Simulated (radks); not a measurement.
All-electron atom: Ba3+ in [Kr] 4d10 5s2 5p4 6d1 (not the ground configuration).

All-electron calculation, scalar-relativistic Kohn-Sham, PBE, spin-polarised, spherical densities, finite nucleus; open shells are filled with parallel spins first (spin-orbit coupling, left out, can overturn this in heavy ions); Fermi nuclear charge, rms radius 4.8378 fm. Program: a radial shooting solver on a logarithmic mesh with Libxc functionals.

Energy parts (hartree):
part                       energy
total                  -8132.1419
kinetic                 8584.3444
electron-nucleus      -19612.9599
Hartree                 3092.9010
exchange-correlation    -196.4273

Orbitals (lengths in bohr, moments of r in powers of bohr):
\begin{tabular}{lrrrr}
orbital & occ. & eigenvalue (hartree) & <1/r> & <r> \\ \hline
1s up & 1 & -1370.422 & 60.69 & 0.02558 \\
1s down & 1 & -1370.417 & 60.69 & 0.02558 \\
2s up & 1 & -217.6682 & 13.96 & 0.1098 \\
2s down & 1 & -217.6655 & 13.96 & 0.1098 \\
2p up & 3 & -195.3267 & 13.27 & 0.09619 \\
2p down & 3 & -195.3224 & 13.27 & 0.09619 \\
3s up & 1 & -46.93047 & 5.044 & 0.2919 \\
3s down & 1 & -46.92638 & 5.044 & 0.2919 \\
3p up & 3 & -39.76668 & 4.784 & 0.2899 \\
3p down & 3 & -39.76200 & 4.784 & 0.2899 \\
3d up & 5 & -29.35990 & 4.535 & 0.2666 \\
3d down & 5 & -29.35526 & 4.535 & 0.2665 \\
4s up & 1 & -10.19808 & 2.085 & 0.6735 \\
4s down & 1 & -10.18853 & 2.084 & 0.6734 \\
4p up & 3 & -7.88536 & 1.921 & 0.7149 \\
4p down & 3 & -7.87557 & 1.921 & 0.7145 \\
4d up & 5 & -4.52563 & 1.658 & 0.7983 \\
4d down & 5 & -4.51241 & 1.661 & 0.7961 \\
5s up & 1 & -2.39325 & 0.8348 & 1.579 \\
5s down & 1 & -2.32034 & 0.8395 & 1.575 \\
5p up & 3 & -1.79839 & 0.7317 & 1.780 \\
5p down & 1 & -1.72305 & 0.7305 & 1.789 \\
6d up & 1 & -0.47901 & 0.2531 & 5.088 \\
\end{tabular}

The highest occupied level is 6d up at -13.035 eV. The electron density at the nucleus is 3.344e+05 e/bohr^3 (large components only). The density falls to 0.001 e/bohr^3 at r = 4.94 bohr.
